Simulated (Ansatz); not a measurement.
`F/C(Cl)=C(\Cl)I` at its PBE0-D4/def2-TZVP geometry, where that method's forces vanish. Total charge 0; spin multiplicity 1. I: def2 effective core potential.

```xyz
6

F     1.5283    0.9158    0.4970
C     0.3549    0.6247   -0.0335
Cl   -0.3300    1.9258   -0.8749
C    -0.1862   -0.5852    0.1105
Cl    0.6492   -1.7822    0.9960
I    -2.0161   -1.0989   -0.6951
```

Q: What forces (eV/Å) does ωB97M-V/def2-TZVPP give on these atoms in Ansatz 0.2.0? (Best estimate.)

A: Ansatz gave: 
```
F1   0.258  0.066  0.116
C2  -0.270 -0.497  0.033
Cl3 -0.090  0.207 -0.124
C4  -0.002  0.428 -0.155
Cl5  0.138 -0.188  0.142
I6  -0.034 -0.016 -0.013
```
